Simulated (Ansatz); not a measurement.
Calculated with Ansatz (gas phase, PBE0-D4/def2-TZVP geometries, no zero-point term in ΔE). CCSD(T)/CBS adds triple-zeta CCSD(T) − MP2 to the extrapolated MP2 energy (def2 sets, frozen cores). This one scheme is used for every species. DFT in def2-TZVPP. B3LYP here is the variant with VWN-RPA as its local correlation; programs differ in this. Each species was taken in one conformer, which may not be the lowest.

Consider the formal hydrolysis of a B–C bond: `FBC1N[SiH2]1` + H₂O → `OBF` + `C1N[SiH2]1`.

**Question.** Is it downhill or uphill in electronic energy at CCSD(T)/CBS, and by how much? (An estimate is asked.)

**Answer.** The calculation gave: Downhill: ΔE = -1.16 eV.

**Question.** What do these levels give: PBE-D4, PBE0-D4, B2PLYP, PBE, PBE0, B3LYP, MP2/def2-TZVPP, SCS-MP2/def2-TZVPP, CCSD(T)/def2-TZVPP, MP2/def2-QZVPP, SCS-MP2/def2-QZVPP, CCSD/CBS(def2)? (Estimate.)

**Answer.** The calculation gave: PBE-D4 -1.14, PBE0-D4 -1.16, B2PLYP -1.27, PBE -1.18, PBE0 -1.20, B3LYP -1.29, MP2/def2-TZVPP -1.19, SCS-MP2/def2-TZVPP -1.24, CCSD(T)/def2-TZVPP -1.21, MP2/def2-QZVPP -1.16, SCS-MP2/def2-QZVPP -1.21, CCSD/CBS(def2) -1.19 eV.

Largest T1 diagnostic among the species: 0.013.

In def2-TZVPP, CCSD(T) changes the Hartree–Fock value by +0.20 eV (the triples alone add +0.03 eV) and MP2 by +0.22 eV. The D4 term adds +0.07 eV with B3LYP and +0.04 eV with PBE0; it sums over pairs of atoms, weighted by their polarisabilities, and B3LYP, whose exchange is more repulsive, gets the larger term.
